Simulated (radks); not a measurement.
Results of a calculation; reference values are marked as such.
Ionisation of Ce3+, [Xe] 4f1, to Ce4+, [Xe], under several functionals. Scalar-relativistic Kohn-Sham, spin-unpolarised, spherical densities, finite nucleus; a radial shooting solver on a logarithmic mesh with Libxc functionals.

| functional | E(Ce3+) (hartree) | Exc (hartree) | IE (eV) | -e(HOMO) (eV) | <r> HOMO (bohr) | IE error (eV) |
|---|---|---|---|---|---|---|
| exchange-only r2SCAN | -8856.7054 | -206.0409 | 35.417 | 26.345 | 1.062 | -1.489 |
| revPBE | -8858.9798 | -208.8586 | 37.697 | 28.580 | 1.061 | +0.791 |
| PBEsol | -8855.3465 | -205.1998 | 37.823 | 28.699 | 1.059 | +0.917 |
| BLYP | -8859.4514 | -209.3175 | 37.580 | 28.468 | 1.061 | +0.674 |
| HCTH/407 | -8864.0284 | -214.1388 | 38.855 | 29.616 | 1.043 | +1.949 |

NIST Atomic Spectra Database: 36.91 eV (semi-empirical). Closest: BLYP. The Delta-SCF values span 3.44 eV, the total energies 8.68 hartree. The highest occupied level is 4f. Spin polarisation and multiplet splitting are left out, so open shells lie too high by an amount that depends on their filling. Spin-orbit splitting is averaged out at the scalar-relativistic level.

Beside tabulated values, note that spin-unpolarised runs miss the spin-polarisation part of the exchange energy of open shells.
